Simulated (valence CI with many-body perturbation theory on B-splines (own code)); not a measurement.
**Pd XLI: calculated level list**

Method: valence CI with perturbative core correlation (CI+MBPT): four valence electrons over a frozen Dirac-Fock core [He], radial functions for each j: 11 s, 11 p, 10 d, 8 f, 5 g, 2 h, with the one-electron correlation potential Σ1, the two-electron term Σ2, the three-electron term Σ3, Breit, model QED; selected CI, second order for the rest, scaled by the run's own slope (own B-spline code, finite nucleus).

The last digits are not significant, and no measured levels were compared; by estimate large intervals hold to a few tenths of a per cent, small ones and those within an open d or f shell to about a per cent. Among the levels kept, up to 940 cm⁻¹ of a level comes from second order outside the variational space, and about a tenth of that is noise between levels of different J, which matters for small intervals.

Levels 1 to 45 of 203, with energies above the lowest level, (2s^2 2p1/2^2) J=0. "Leading %" is the weight of the configuration and term that name the level; weights of strongly mixed levels are sums over their largest components and can fall short. In the jj column 3d3/2^4 stands for four electrons in 3d with j = 3/2.

| No. | Configuration | Term | J | E (eV) | Leading % | g | Leading jj | Second component |
| --- | --- | --- | --- | --- | --- | --- | --- | --- |
| 1 | 2s²2p² | ³P | 0 | 0.0 | 73 |  | 2s^2 2p1/2^2 (99 %) | 26 % 2s²2p² ¹S |
| 2 | 2s²2p² | ³P | 1 | 158.7 | 100 | 1.489 | 2s^2 2p1/2 2p3/2 (100 %) |  |
| 3 | 2s²2p² | ¹D | 2 | 172.3 | 60 | 1.186 | 2s^2 2p1/2 2p3/2 (99 %) | 40 % 2s²2p² ³P |
| 4 | 2s2p³ | ⁵S° | 2 | 304.6 | 45 | 1.648 | 2s 2p1/2^2 2p3/2 (94 %) | 39 % 2s2p³ ³P° |
| 5 | 2s²2p² | ³P | 2 | 340.8 | 59 | 1.287 | 2s^2 2p3/2^2 (98 %) | 40 % 2s²2p² ¹D |
| 6 | 2s2p³ | ³D° | 1 | 356.7 | 42 | 1.033 | 2s 2p1/2^2 2p3/2 (96 %) | 23 % 2s2p³ ³P° |
| 7 | 2s²2p² | ¹S | 0 | 373.5 | 72 |  | 2s^2 2p3/2^2 (98 %) | 27 % 2s²2p² ³P |
| 8 | 2s2p³ | ³D° | 2 | 455.7 | 51 | 1.504 | 2s 2p1/2 2p3/2^2 (94 %) | 41 % 2s2p³ ⁵S° |
| 9 | 2s2p³ | ³D° | 3 | 484.2 | 100 | 1.320 | 2s 2p1/2 2p3/2^2 (100 %) |  |
| 10 | 2s2p³ | ³P° | 0 | 513.6 | 100 |  | 2s 2p1/2 2p3/2^2 (100 %) |  |
| 11 | 2s2p³ | ³D° | 1 | 524.7 | 37 | 1.279 | 2s 2p1/2 2p3/2^2 (97 %) | 35 % 2s2p³ ³S° |
| 12 | 2s2p³ | ¹D° | 2 | 534.6 | 68 | 1.098 | 2s 2p1/2 2p3/2^2 (95 %) | 22 % 2s2p³ ³D° |
| 13 | 2s2p³ | ³P° | 1 | 539.6 | 42 | 1.409 | 2s 2p1/2 2p3/2^2 (96 %) | 31 % 2s2p³ ¹P° |
| 14 | 2s2p³ | ³P° | 2 | 676.0 | 51 | 1.365 | 2s 2p3/2^3 (95 %) | 25 % 2s2p³ ¹D° |
| 15 | 2p⁴ | ³P | 2 | 696.6 | 72 | 1.350 | 2p1/2^2 2p3/2^2 (98 %) | 27 % 2p⁴ ¹D |
| 16 | 2s2p³ | ¹P° | 1 | 722.4 | 46 | 1.228 | 2s 2p3/2^3 (96 %) | 27 % 2s2p³ ³S° |
| 17 | 2p⁴ | ¹S | 0 | 732.5 | 56 |  | 2p1/2^2 2p3/2^2 (97 %) | 43 % 2p⁴ ³P |
| 18 | 2p⁴ | ³P | 1 | 862.8 | 100 | 1.489 | 2p1/2 2p3/2^3 (100 %) |  |
| 19 | 2p⁴ | ¹D | 2 | 877.5 | 72 | 1.124 | 2p1/2 2p3/2^3 (99 %) | 27 % 2p⁴ ³P |
| 20 | 2p⁴ | ³P | 0 | 1062.7 | 57 |  | 2p3/2^4 (98 %) | 42 % 2p⁴ ¹S |
| 21 | 2s²2p3s | ³P° | 0 | 3507.5 | 99 |  | 2s^2 2p1/2 3s (99 %) |  |
| 22 | 2s²2p3s | ³P° | 1 | 3509.8 | 68 | 1.331 | 2s^2 2p1/2 3s (99 %) | 31 % 2s²2p3s ¹P° |
| 23 | 2s²2p3p | ³D | 1 | 3553.3 | 72 | 0.659 | 2s^2 2p1/2 3p1/2 (99 %) | 23 % 2s²2p3p ¹P |
| 24 | 2s²2p3p | ³P | 0 | 3576.6 | 70 |  | 2s^2 2p1/2 3p1/2 (98 %) | 28 % 2s²2p3p ¹S |
| 25 | 2s²2p3p | ³P | 1 | 3608.7 | 40 | 1.533 | 2s^2 2p1/2 3p3/2 (88 %) | 27 % 2s²2p3p ³S |
| 26 | 2s²2p3p | ³D | 2 | 3613.5 | 57 | 1.165 | 2s^2 2p1/2 3p3/2 (98 %) | 26 % 2s²2p3p ¹D |
| 27 | 2s2p²3s | ⁵P | 1 | 3643.0 | 53 | 2.113 | 2s 2p1/2^2 3s (83 %) | 21 % 2s2p²3s ³S |
| 28 | 2s²2p3d | ³F° | 2 | 3652.4 | 74 | 0.757 | 2s^2 2p1/2 3d3/2 (99 %) | 20 % 2s²2p3d ¹D° |
| 29 | 2s2p²3s | ³P | 0 | 3659.3 | 75 |  | 2s 2p1/2^2 3s (94 %) | 24 % 2s2p²3s ¹S |
| 30 | 2s²2p3d | ³D° | 1 | 3667.3 | 49 | 0.854 | 2s^2 2p1/2 3d3/2 (92 %) | 27 % 2s²2p3d ¹P° |
| 31 | 2s²2p3d | ³P° | 2 | 3673.6 | 40 | 1.306 | 2s^2 2p1/2 3d5/2 (85 %) | 30 % 2s²2p3d ³D° |
| 32 | 2s²2p3d | ³F° | 3 | 3677.2 | 51 | 1.109 | 2s^2 2p1/2 3d5/2 (99 %) | 26 % 2s²2p3d ¹F° |
| 33 | 2s²2p3s | ³P° | 2 | 3686.1 | 84 | 1.459 | 2s^2 2p3/2 3s (84 %) | 5 % 2s²2p3d ³P° |
| 34 | 2s2p²3p | ⁵D° | 0 | 3687.7 | 57 |  | 2s 2p1/2^2 3p1/2 (94 %) | 39 % 2s2p²3p ³P° |
| 35 | 2s²2p3s | ¹P° | 1 | 3688.0 | 38 | 1.278 | 2s^2 2p3/2 3s (54 %) | 15 % 2s²2p3s ³P° |
| 36 | 2s²2p3s | ¹P° | 1 | 3691.5 | 29 | 1.332 | 2s 2p1/2^2 3p1/2 (49 %) | 16 % 2s2p²3p ⁵D° |
| 37 | 2s²2p3p | ³P | 1 | 3738.8 | 52 | 1.437 | 2s^2 2p3/2 3p1/2 (95 %) | 22 % 2s²2p3p ³S |
| 38 | 2s²2p3p | ³D | 2 | 3741.5 | 40 | 1.191 | 2s^2 2p3/2 3p1/2 (95 %) | 31 % 2s²2p3p ¹D |
| 39 | 2s2p²3p | ⁵P° | 2 | 3744.5 | 27 | 1.571 | 2s 2p1/2^2 3p3/2 (92 %) | 24 % 2s2p²3p ⁵D° |
| 40 | 2s2p²3p | ³D° | 1 | 3749.0 | 40 | 1.069 | 2s 2p1/2^2 3p3/2 (93 %) | 18 % 2s2p²3p ¹P° |
| 41 | 2s2p²3s | ⁵P | 2 | 3776.9 | 83 | 1.736 | 2s 2p1/2 2p3/2 3s (92 %) | 5 % 2s2p²3s ³P |
| 42 | 2s²2p3p | ³D | 3 | 3778.5 | 88 | 1.338 | 2s^2 2p3/2 3p3/2 (88 %) | 7 % 2s2p²3s ³D |
| 43 | 2s²2p3p | ¹P | 1 | 3780.2 | 47 | 1.381 | 2s^2 2p3/2 3p3/2 (92 %) | 40 % 2s²2p3p ³S |
| 44 | 2s2p²3d | ⁵F | 1 | 3782.9 | 49 | 0.403 | 2s 2p1/2^2 3d3/2 (93 %) | 30 % 2s2p²3d ³D |
| 45 | 2s2p²3d | ⁵F | 2 | 3786.6 | 29 | 1.202 | 2s 2p1/2^2 3d3/2 (83 %) | 20 % 2s2p²3d ³D |

The ionisation energy to 2s²2p ²P°1/2 of the next ion comes out as 6252.5 eV (NIST: 6242 ± 7 eV (semi-empirical)). All 203 levels together are meant to be complete up to 4303.0 eV.
